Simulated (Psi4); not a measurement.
Psi4 input (wB97X-D/6-311+G**):

```
memory 1500 MB

molecule {
0 2
F     2.06264300   -1.30199300   -0.05877400
Si    1.42674900    0.16817200    0.14547700
Si   -0.87918500    0.09546900   -0.32648900
F    -1.41075200    1.59670000   -0.19352600
F    -1.59849700   -0.77894800    0.79796500
H     2.17707600    1.09685800   -0.74354700
H    -1.32352400   -0.42966900   -1.63326000
symmetry c1
no_reorient
no_com
}

set {
  basis 6-311+G**
  reference uks
  scf_type df
  df_basis_scf def2-universal-jkfit
  dft_radial_points 99
  dft_spherical_points 590
  e_convergence 1e-8
  d_convergence 1e-7
  maxiter 150
}

e = energy('wb97x-d')
print_out(f'\nFINAL {e:.10f} DIPOLE {variable("CURRENT DIPOLE")[0]:.6f} {variable("CURRENT DIPOLE")[1]:.6f} {variable("CURRENT DIPOLE")[2]:.6f}\n')
```

Output:

```
   => Loading Basis Set <=

    Name: 6-311+G**
    Role: ORBITAL
    Keyword: BASIS
    atoms 1, 4-5 entry F          line   192 file 6-311pgss.gbs
    atoms 2-3    entry SI         line   351 file 6-311pgss.gbs
    atoms 6-7    entry H          line    42 file 6-311pgss.gbs

   => WB97X-D: Empirical Dispersion <=

    Chai and Head-Gordon Dispersion Correction
    Chai, J.-D.; Head-Gordon, M. (2010), J. Chem. Phys., 132: 6615-6620

        s6 =       1.000000

         ---------------------------------------------------------
                                   SCF
               by Justin Turney, Rob Parrish, Andy Simmonett
                          and Daniel G. A. Smith
                              UKS Reference
         ---------------------------------------------------------

  ==> Geometry <==

    Molecular point group: c1
    Full point group: C1

    Geometry (in Angstrom), charge = 0, multiplicity = 2:

       Center              X                  Y                   Z               Mass
    ------------   -----------------  -----------------  -----------------  -----------------
         F            2.062643000000    -1.301993000000    -0.058774000000    18.998403162730
         SI           1.426749000000     0.168172000000     0.145477000000    27.976926534650
         SI          -0.879185000000     0.095469000000    -0.326489000000    27.976926534650
         F           -1.410752000000     1.596700000000    -0.193526000000    18.998403162730
         F           -1.598497000000    -0.778948000000     0.797965000000    18.998403162730
         H            2.177076000000     1.096858000000    -0.743547000000     1.007825032230
         H           -1.323524000000    -0.429669000000    -1.633260000000     1.007825032230

  Running in c1 symmetry.

  Rotational constants: A =      0.18256  B =      0.05844  C =      0.04784 [cm^-1]
  Rotational constants: A =   5473.07446  B =   1751.88543  C =   1434.09405 [MHz]
  Nuclear repulsion =  292.074892021312564

  Charge       = 0
  Multiplicity = 2
  Electrons    = 57
  Nalpha       = 29
  Nbeta        = 28

  ==> Algorithm <==

  SCF Algorithm Type is DF.
  DIIS enabled.
  MOM disabled.
  Fractional occupation disabled.
  Guess Type is SAD.
  Energy threshold   = 1.00e-08
[...]
       7A     -5.450724     8A     -3.827311     9A     -3.824778
      10A     -3.821888    11A     -3.797325    12A     -3.793285
      13A     -3.791566    14A     -1.329056    15A     -1.311163
      16A     -1.307321    17A     -0.695227    18A     -0.648469
      19A     -0.605037    20A     -0.585836    21A     -0.581490
      22A     -0.556542    23A     -0.544403    24A     -0.542913
      25A     -0.530431    26A     -0.525202    27A     -0.491148
      28A     -0.402178

    Beta Virtual:

      29A     -0.072136    30A      0.016273    31A      0.057562
      32A      0.066751    33A      0.068314    34A      0.088176
      35A      0.100809    36A      0.102846    37A      0.104534
      38A      0.122522    39A      0.130904    40A      0.143168
      41A      0.162441    42A      0.172803    43A      0.204214
      44A      0.278833    45A      0.296678    46A      0.305564
      47A      0.315048    48A      0.325851    49A      0.336071
      50A      0.338710    51A      0.349358    52A      0.355269
      53A      0.361932    54A      0.365144    55A      0.385372
      56A      0.404534    57A      0.411252    58A      0.426678
      59A      0.429406    60A      0.463703    61A      0.487704
      62A      0.514837    63A      0.537216    64A      0.566769
      65A      0.618305    66A      0.644098    67A      0.673102
      68A      0.689313    69A      0.743295    70A      0.756305
      71A      0.849777    72A      0.936753    73A      0.982563
      74A      1.020347    75A      1.027066    76A      1.251080
      77A      1.262126    78A      1.285639    79A      1.302033
      80A      1.348876    81A      1.360938    82A      1.385846
      83A      1.392181    84A      1.401175    85A      1.434126
      86A      1.443312    87A      1.468097    88A      1.473011
      89A      1.475700    90A      1.500577    91A      1.547467
      92A      1.606725    93A      1.637986    94A      1.656215
      95A      2.032795    96A      2.061410    97A      2.075980
      98A      2.083810    99A      2.112999   100A      2.666150
     101A      2.726295   102A      3.840330   103A      3.841154
     104A      3.847623   105A      3.848828   106A      3.855115
     107A      3.856858   108A      3.858156   109A      3.897109
     110A      3.902195   111A      3.908460   112A      3.915916
     113A      3.976928   114A      4.129976   115A      4.191058
     116A      4.311925   117A      5.620156   118A      5.744966
     119A      6.371787   120A      6.380878   121A      6.402172
     122A      6.408366   123A      6.419909   124A      6.438572
     125A      6.452321   126A      6.469414   127A      6.471556
     128A     11.384798   129A     11.428350   130A     11.488567
     131A     11.517794   132A     11.533460   133A     11.540367
     134A     66.914272   135A     66.920170   136A     66.930401
     137A    141.091365   138A    141.224676

    Final Occupation by Irrep:
              A
    DOCC [    28 ]
    SOCC [     1 ]
    NA   [    29 ]
    NB   [    28 ]

  @DF-UKS Final Energy:  -879.85141968066557

   => Energetics <=

    Nuclear Repulsion Energy =            292.0748920213125643
    One-Electron Energy =               -1803.7574886657755542
    Two-Electron Energy =                 685.0880224000742373
    DFT Exchange-Correlation Energy =     -53.2547300079670336
    Empirical Dispersion Energy =          -0.0021154283097275
    VV10 Nonlocal Energy =                  0.0000000000000000
    Total Energy =                       -879.8514196806655718

  UHF NO Occupations:
  HONO-2 :   27  A 1.9998881
  HONO-1 :   28  A 1.9989184
  HONO-0 :   29  A 1.0000000
  LUNO+0 :   30  A 0.0010816
  LUNO+1 :   31  A 0.0001119
  LUNO+2 :   32  A 0.0000641
  LUNO+3 :   33  A 0.0000286

Computation Completed

Properties will be evaluated at   0.000000,   0.000000,   0.000000 [a0]

Properties computed using the SCF density matrix

 Multipole Moments:

 ------------------------------------------------------------------------------------
     Multipole            Electronic (a.u.)      Nuclear  (a.u.)        Total (a.u.)
 ------------------------------------------------------------------------------------

 L = 1.  Multiply by 2.5417464519 to convert [e a0] to [Debye]
 Dipole X            :          0.3064826           -0.0000113            0.3064712
 Dipole Y            :          0.3100568           -0.0000113            0.3100455
 Dipole Z            :         -0.3983895            0.0000189           -0.3983706
 Magnitude           :                                                    0.5905523

 ------------------------------------------------------------------------------------

FINAL -879.8514196807 DIPOLE 0.306471 0.310045 -0.398371

*** Psi4 exiting successfully. Buy a developer a beer!
```

The geometry given is a B3LYP-D3(BJ)/def2-TZVP minimum.
